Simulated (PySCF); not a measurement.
Compound: C5H2F4O.
SMILES: `Fc1ccc(C(F)(F)F)o1`

Computed with PBE0-D3(BJ)/def2-SVP geometry optimisation, gas phase (PySCF 2.14.0).

Take the most abundant isotopes and a rigid rotor. 

(1) Give the principal moments of inertia and the rotational constants in MHz.

(2) Classify the top.

(3) What does the inertial defect say?

(4) Give the coordinates in the principal-axis frame, origin at the centre of mass.

(5) List the rotational levels J(Ka,Kc) to J = 2 (cm⁻¹).

(6) Predict some low-J microwave lines.

Answers

(1) Ia = 169.70, Ib = 590.90, Ic = 673.16 u·Å²; 505379 MHz·u·Å²/I gives A = 2978, B = 855.3, C = 750.8 MHz.

(2) A near-prolate asymmetric top. Ray's parameter κ = (2B − A − C)/(A − C) = -0.906; −1 is the prolate and +1 the oblate limit.

(3) Not planar: Δ = Ic − Ia − Ib = -87.44 u·Å². For a rigid frame Δ = −2 Σ m c², so Σ m c² = 43.72 u·Å² lies off the ab plane: 0.00 from hydrogen and 43.72 from heavier atoms. The atom farthest from that plane is 1.09 Å away.

(4) The sense of each axis is arbitrary; atoms in the order of the calculation.
```tsv
atom	mass (u)	a (Å)	b (Å)	c (Å)
F1	18.998	-3.085	-0.863	0.003
C2	12.000	-2.054	-0.071	0.000
C3	12.000	-1.951	1.286	0.000
C4	12.000	-0.541	1.534	-0.001
C5	12.000	0.061	0.314	-0.005
C6	12.000	1.489	-0.100	-0.001
F7	18.998	1.801	-0.812	1.085
F8	18.998	2.261	0.986	-0.019
F9	18.998	1.797	-0.851	-1.060
O10	15.995	-0.871	-0.676	-0.005
H11	1.008	-2.767	2.001	0.004
H12	1.008	-0.037	2.497	-0.002
```

(5) Above 0(0,0):
J = 1: 1(0,1) 0.0536, 1(1,1) 0.1244, 1(1,0) 0.1279
J = 2: 2(0,2) 0.1606, 2(1,2) 0.2280, 2(1,1) 0.2385, 2(2,1) 0.4509, 2(2,0) 0.4510

(6) The dipole components are |μa| = 1.56 D, |μb| = 1.94 D, |μc| = 0.00 D; the mirror of this Cs structure is the ab plane, so μc vanishes by symmetry (the 0.01 D computed is a residue) and there are no c-type lines. The squared components, which scale the intensities, stand as 0.64 : 1.00 (a : b). Some lines, for components of 0.1 D or more:

| type | branch | J(Ka,Kc) | MHz | lower level (cm⁻¹) |
| --- | --- | --- | --- | --- |
| b | R | 2(0,2) ← 1(1,1) | 1086 | 0.124 |
| a | R | 3(2,2) ← 2(2,1) | 4818 | 0.451 |
| a | R | 3(2,1) ← 2(2,0) | 4833 | 0.451 |
| a | R | 4(3,2) ← 3(3,1) | 6431 | 0.974 |
| a | R | 4(3,1) ← 3(3,0) | 6432 | 0.974 |
| a | R | 4(2,2) ← 3(2,1) | 6459 | 0.612 |
| b | R | 2(2,1) ← 1(1,0) | 9685 | 0.128 |
| b | R | 2(2,0) ← 1(1,1) | 9793 | 0.124 |
| b | Q | 4(3,1) ← 4(2,2) | 10832 | 0.828 |
| b | Q | 4(3,2) ← 4(2,3) | 10888 | 0.826 |
| b | R | 3(2,1) ← 2(1,2) | 11519 | 0.228 |
| b | Q | 4(4,0) ← 4(3,1) | 15218 | 1.189 |
| b | Q | 4(4,1) ← 4(3,2) | 15218 | 1.189 |
| b | R | 3(3,0) ← 2(2,1) | 15696 | 0.451 |

PBE0-D3(BJ)/def2-SVP frequencies: not computed here. Constants of a rigid frame at the computed geometry: no zero-point averaging, no centrifugal distortion.

The values belong to the conformer `[F:1][c:2]1[cH:3][cH:4][c:5]([C:6]([F:7])([F:8])[F:9])[o:10]1`: C4–C5–C6–F7 118°.
